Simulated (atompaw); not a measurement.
manganese: one change to a PAW (atompaw) potential, before and after

manganese (Mn), PAW, made with atompaw 4.2.0.5 (PBE, non-relativistic). Core [Ne], reference 3s2 3p6 3d5 4s1.5 4p0.5. Waves: 3s (bound): rc 1.00 bohr; 4s (bound): rc 1.30 bohr; 3p (bound): rc 1.55 bohr; 4p (bound): rc 1.80 bohr; 3d (bound): rc 1.80 bohr; 3d channel at -0.05 Ry: rc 1.80 bohr. Local part: vpsmatchnc scheme with l = 3 at 0 Ry, radius 1.70 bohr. Core correction: smooth core density matched at 0.90 bohr. Augmentation charge: besselshape compensation charge, radius 1.55 bohr; PAW radius 1.80 bohr; waves and projectors: custom polynom2 7 10 vanderbiltortho.

Change: local potential vpsmatchnc scheme with l = 3 at 0 Ry, radius 0.88 bohr.

Cutoffs: the cutoffs (Ry, on a coarse ladder) from which the occupation-weighted sum of valence levels, in a spherical-Bessel basis at the reference potential, stays within 10 and 1 mRy of its value at 400 Ry; they do not see the model core or the augmentation charge, which bear on the density cutoff.

What does the change do?

The potential gets neither clearly harder nor softer (45 Ry and 230 Ry → 45 Ry and 230 Ry); the range in which the s phases agree narrows (upper end at the end of the scan → 1.1); neither file shows a bound ghost.

```csv
quantity,base,changed
"cutoff, loose",45 Ry,45 Ry
"cutoff, tight",230 Ry,230 Ry
bound ghosts,none,none
s: phases at 1.81 bohr within 0.05 rad from the reference energy up to (Ry; the scan ends near 5),to the end of the scan,1.1
p: phases at 1.81 bohr within 0.05 rad from the reference energy up to (Ry; the scan ends near 5),1.9,1.8
d: phases at 1.81 bohr within 0.05 rad from the reference energy up to (Ry; the scan ends near 5),3.6,4.2
lowest overlap eigenvalue by channel,"s 0.75, p 0.75, d 0.94","s 0.74, p 0.74, d 0.94"
```

 The cutoffs see the waves, projectors and local potential, not the compensation charge or the core.
